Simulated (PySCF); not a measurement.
Cl₂Mg, charge -1, doublet, geometry from GFN2-xTB (such geometries of metal compounds can be far from the true shape) (a state made from the parent by changing its charge; the spin is typed, not shown lowest). Base run: HF/6-31G** (PySCF).

Input for PySCF:
```python
from pyscf import gto, scf

mol = gto.Mole()
mol.atom = '''
    Mg    0.00000000    0.00000000    0.00000000
    Cl    0.00000000    0.00000000    2.32022441
    Cl   -0.00000000   -0.00000000   -2.32022441
'''
mol.basis = '6-31g**'
mol.charge = -1
mol.spin = 1
mol.verbose = 4
mol.symmetry = True
mol.build()

mf = scf.UHF(mol)
mf.kernel()
mf.analyze()
```

Each row names what was changed in the base input (with any setting that the change needs).

```tsv
change	ΔE vs base (mEh)	point group used	SCF cycles
base	0.000	Dooh	10
symmetry = off	0.000	C1	10
symmetry_subgroup = C2v	0.000	C2v	10
symmetry_subgroup = D2h	0.000	D2h	10
```

Open shells are given as the SCF converged; they aren't shown to be the lowest states, and a large step between rows can be another state.
